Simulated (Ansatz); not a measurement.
`[SiH3][B](Cl)[GaH2]` + `BN` → `[SiH3]BCl` + `B[NH][GaH2]`  (redistribution)

Calculated with Ansatz (gas phase, PBE0-D4/def2-TZVP geometries, no zero-point term in ΔE). CBS: MP2 limit from def2 TZ/QZ plus the TZ coupled-cluster correction, frozen cores. This one scheme is used for every species. DFT in def2-TZVPP. HSE06 is defined as in plane-wave codes. For Ga outer-core shells are correlated without core-valence functions, which leaves a few kJ/mol of doubt a bond. Scalar relativity is left out up to krypton.

| level | ΔE (kJ/mol) |
| --- | --- |
| HSE06 | -42.0 |
| CCSD/def2-TZVPP | -57.3 |

(1) What does CCSD(T)/CBS give? (Estimate.)

Largest T1 diagnostic among the species: 0.015.

Results:

(1) Computed: -52.0 kJ/mol. The listed levels differ from it by 10.0, -5.3 kJ/mol.

From PBE to PBE0 (25 % exact exchange), in def2-TZVPP and without D4, ΔE moves by −5.3 kJ/mol. Leaving LDA and LC-ωPBE aside and taking each functional with its dispersion term where it has one, the values, not all of them listed here, spread over 21.0 kJ/mol, from B2PLYP to PBE-D4. The D4 term adds +3.0 kJ/mol with B3LYP and +1.8 kJ/mol with PBE0; it sums over pairs of atoms, weighted by their polarisabilities, and B3LYP, whose exchange is more repulsive, gets the larger term.

CCSD(T)/CBS has its own doubt, a few kJ/mol and more with outer-core shells, so smaller differences from it don't rank the levels.

B3LYP here is the variant with VWN-RPA as its local correlation; programs differ in this.
